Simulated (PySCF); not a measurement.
## Property card for `CC(=O)C1=CSC=C1`

C6H6OS.
Structure used (GFN2-xTB), in Å, numbered top down from 1:
```
atom  x, y, z in Å
C1    -2.0702   -0.4998   -0.1307
C2    -1.1422    0.6636   -0.3837
O3    -1.5398    1.7315   -0.7939
C4     0.2825    0.4198   -0.1003
C5     0.8624   -0.7886    0.3828
C6     2.2026   -0.6933    0.5419
S7     2.8024    0.8640    0.1096
C8     1.2312    1.3915   -0.2883
H9    -1.7794   -1.3472   -0.7484
H10   -3.0896   -0.2091   -0.3708
H11   -2.0160   -0.7972    0.9145
H12    0.3070   -1.6820    0.6007
H13    2.8864   -1.4427    0.8873
H14    1.0621    2.3890   -0.6429
```

Among its groups: ketone and aromatic ring with sulfur.

GFN2-xTB geometry:

```yaml
Point_group_of_the_GFN2-xTB_geometry: Cs
Rotational_constants_A_B_C_of_the_GFN2-xTB_geometry: 4.293, 1.175, 0.928 GHz
```

CAM-B3LYP/def2-SVPD ground state and vertical TDDFT (core frozen in the response) (PySCF):

```yaml
Dipole_moment: 3.29 D
HOMO_energy: -8.55 eV
LUMO_energy: -0.49 eV
HOMO–LUMO_gap: 8.06 eV
Lowest_singlet_excitation: 4.07 eV (305 nm, f = 0.000)
Strongest_line_among_the_8_lowest_singlet_transitions: S4 at 6.40 eV (194 nm, f = 0.324)
Lowest_triplet_excitation_Tamm–Dancoff: 3.48 eV
Static_isotropic_polarisability: 89.0 au
Electronic_spatial_extent_⟨r²⟩_about_the_centre_of_nuclear_charge: 1190 bohr²
```

Monoisotopic mass from the formula: 126.0139 u.

In wavenumbers S1 is 32800 cm⁻¹ (1 eV = 8065.54 cm⁻¹). The polarisability is 13.19 Å³ as a volume (1 au = 0.148185 Å³), or 1.35 au for each of the 66 electrons. The largest Löwdin shares of the LUMO are 0.22 on C8, 0.19 on C2, 0.16 on O3 and 0.15 on S7. No computed singlet falls in the visible range (750 to 380 nm, 1.65 to 3.26 eV); S1 lies 0.81 eV above its blue end.

One conformer (not necessarily the lowest) at the GFN2-xTB geometry, without solvent, vibrations or thermal averaging.

For the TDDFT job (CAM-B3LYP/def2-SVPD), time: 51 s of wall time. Hardware: Arm Neoverse V2, one thread, no GPU, shared host.
